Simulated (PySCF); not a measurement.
```xyz
4
charge 0 multiplicity 2, angstrom
Sn    0.0000    0.0000   -0.2354
F     1.7838    0.0000    0.5131
F    -0.8919    1.5448    0.5131
F    -0.8919   -1.5448    0.5131
```

Method: UPBE0/[Sn def2-SVP with ECP28, F def2-SVP], scalar-relativistic core potentials, density fitting, no spin–orbit coupling, PySCF.

This geometry of SnF₃ is a stationary point at this level.

Task: What is the point group?

Result: C3v.

Task: Is it a minimum?

Result: Yes: all harmonic wavenumbers are real.

Task: List the harmonic modes with their infrared intensities.

Result: 
```csv
symmetry,ω (cm⁻¹),"IR (km/mol, summed over degenerate members)"
e,155,22.8
a1,180,34.2
a1,610,19.3
e,635,131
```

Task: What is the atomisation energy, with and without zero-point energy?

Result: 1185 kJ/mol without, 1170 kJ/mol with.

In C3v the vibrations span 2e + 2a1.

This need not be the most stable arrangement of these atoms. With an element this heavy the missing spin–orbit coupling can shift these numbers.
